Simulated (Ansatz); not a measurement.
`S=CBS`, relaxed with RKS PBE-D4/def2-SVP in Ansatz 0.2.0 from a rough embedded geometry. The force threshold is 0.03 eV/Å; the program also tests the step.

Charge 0, multiplicity 1.

Start:

```xyz
7

S    -2.052   -0.189    1.229
C    -1.056    0.320    0.259
B     0.441   -0.063    0.393
S     1.724    0.427   -0.895
H    -1.377    0.945   -0.583
H     0.821   -0.781    1.285
H     1.499   -0.658   -1.688
```

| step | energy (eV) | largest force (eV/Å) | largest move (Å) |
| --- | --- | --- | --- |
| 1 | -23411.2482 | 8.766 | 0.000 |
| 2 | -23411.7773 | 3.555 | 0.086 |
| 3 | -23411.8588 | 1.583 | 0.194 |
| 4 | -23411.9893 | 0.973 | 0.144 |
| 5 | -23412.1702 | 1.063 | 0.195 |
| 6 | -23412.3649 | 1.786 | 0.199 |
| 7 | -23412.6188 | 1.135 | 0.200 |
| 8 | -23412.7931 | 0.711 | 0.200 |
| 9 | -23412.8785 | 0.184 | 0.200 |
| 10 | -23412.8785 | 0.167 | 0.023 |
| 11 (rejected) | -23412.8785 | 0.181 | 0.030 |
| 12 | -23412.8811 | 0.048 | 0.015 |
| 13 | -23412.8815 | 0.043 | 0.020 |
| 14 | -23412.8826 | 0.219 | 0.144 |
| 15 | -23412.8837 | 0.155 | 0.012 |
| 16 | -23412.8848 | 0.182 | 0.038 |
| 17 | -23412.8887 | 0.041 | 0.098 |
| 18 (rejected) | -23412.8835 | 0.537 | 0.195 |
| 19 | -23412.8919 | 0.145 | 0.095 |
| 20 (rejected) | -23412.8918 | 0.294 | 0.098 |
| 21 | -23412.8942 | 0.090 | 0.049 |
| 22 | -23412.8964 | 0.099 | 0.049 |
| 23 | -23412.8976 | 0.163 | 0.074 |
| 24 | -23412.8997 | 0.075 | 0.047 |
| 25 | -23412.9003 | 0.009 | 0.027 |

End:

```xyz
7

S    -2.151   -0.646    0.647
C    -1.065    0.551    0.360
B     0.362   -0.039    0.178
S     1.034   -0.220   -1.479
H    -1.373    1.616    0.282
H     1.014   -0.393    1.139
H     2.180   -0.869   -1.128
```

Hardware: 4 threads of a server CPU on a shared host. Wall time 29 s, peak host memory 0.16 GiB.
